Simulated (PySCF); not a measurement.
# Gas-phase XPS of `CO[SiH](NC=O)OC`, computed

Compound: C3H9NO3Si.
Structure used (PBE0-D3(BJ)/def2-SVP), in Å, numbered top down from 1:
```
atom  x, y, z in Å
C1     0.0448    2.8234    0.2198
O2    -0.4852    1.6857    0.8468
Si3    0.0921    0.1537    0.6509
N4    -1.1833   -0.7667    1.4449
C5    -1.1152   -2.1206    1.4891
O6    -0.2180   -2.7541    0.9742
O7     0.2257   -0.1372   -0.9607
C8     0.9948   -1.1306   -1.5925
H9     0.2407    2.6451   -0.8511
H10    0.9865    3.1490    0.6974
H11   -0.6818    3.6451    0.3072
H12    1.3996   -0.0749    1.3177
H13   -1.9807   -0.3043    1.8688
H14   -1.9509   -2.6125    2.0414
H15    0.8707   -1.0247   -2.6804
H16    0.6763   -2.1391   -1.2864
H17    2.0688   -1.0237   -1.3577
```

The calculation used PySCF, delta-SCF UKS SCAN, pcX-2 on the ionised atom, pcseg-1 elsewhere, spin-free X2C. Binding energies are ΔSCF values: E(core-ionised, relaxed orbitals) − E(ground state) at a fixed geometry, referred to the vacuum level.

**Question.** List the computed XPS lines with their assignment.

**Answer.** 
```tsv
atom(s)	bonded to	level	binding energy (eV)	2p1/2 (eV)	above the level's lowest (eV)	count
Si3	2 O, N and H	Si 2p3/2	107.93	108.56	0.00	1
C1/C8	O and 3 H	C 1s	292.50	–	0.00	2
C5	O (double bond), N and H	C 1s	294.02	–	+1.52	1
N4	C, H and Si	N 1s	405.48	–	0.00	1
O6	C (double bond)	O 1s	537.35	–	0.00	1
O2/O7	C and Si	O 1s	538.24	–	+0.89	2
Si3	2 O, N and H	Si 1s	1848.11	–	0.00	1
```

The listed C 1s values span 1.52 eV, from C1/C8 (bonded to O and 3 H) to C5 (bonded to O (double bond), N and H).

The listed O 1s values span 0.89 eV, from O6 (bonded to C (double bond)) to O2/O7 (bonded to C and Si). Summing the Pauling electronegativity differences to the bonded atoms, each weighted by its formal bond order, gives -1.78 for the lowest site and -2.43 for the highest; the largest sum, -1.78, belongs to O6, 0.89 eV below the top. The smallest sum, -2.43, belongs to O2/O7, 0.89 eV above the lowest.

**Question.** Which effective nuclear charge Zeff reproduces each element's mean 1s value in the hydrogen-like formula E = 13.606 eV × Zeff²?

**Answer.** C (Z = 6): mean 293.0 eV, Zeff = 4.64, Z − Zeff = 1.36; N (Z = 7): mean 405.5 eV, Zeff = 5.46, Z − Zeff = 1.54; O (Z = 8): mean 537.9 eV, Zeff = 6.29, Z − Zeff = 1.71; Si (Z = 14): mean 1848.1 eV, Zeff = 11.65, Z − Zeff = 2.35. Means run over the listed sites, weighted by atom count.

**Question.** Which photon wavelength matches the C 1s of C1/C8 threshold?

**Answer.** λ = hc/E = 12398.42 eV Å / 292.50 eV = 42.388 Å.

Topologically equivalent atoms share the value of their first member; where this conformer doesn't relate them by symmetry, their own values could differ. Spin–orbit and ligand-field terms were added within each 2p shell after the spin-free SCF. 2p1/2 minus 2p3/2 (ligand field included): Si 0.63 eV. The structure is a single PBE0-D3(BJ)/def2-SVP conformer in the gas phase; no vibrational or solvent corrections.

Time: 73 s of wall time; peak memory 0.83 GiB. Hardware: Arm Neoverse V2, one thread, on a shared host.
